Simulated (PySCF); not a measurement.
HS2, SMILES [S]S (connectivity only; charge and spin as stated), charge -1, multiplicity 1. Heavy atoms are numbered as in [S:1][SH:2]. Hydrogens are named by the atom that carries them.

Coordinates come from a B3LYP-D3(BJ)/def2-TZVPD optimisation. The multiplicity is an assumed one; other spin states were not compared. The isomer is the one that the SMILES or the coordinates give; other isomers of the formula were not compared.

All values below come from PySCF with KT2/pcSseg-2.

GIAO shieldings, no solvent; atoms alike by connectivity are averaged. δ = σ(ref) − σ: ³³S against H2S (σ = 720.7 ppm); ¹H against TMS (σ = 31.47 ppm), references at their B3LYP-D3(BJ)/def2-TZVP geometries, non-relativistic.

```tsv
atoms	nucleus	count	δ (ppm)
S1	³³S	1	190.9
S2 (SH)	³³S	1	?
H on S2	¹H	1	0.53
```

Question: Some entries are withheld; supply them. (Estimate from the structure and the level; the computed values follow.)

Answer: 
- S2 (SH), δ (ppm): 96.2
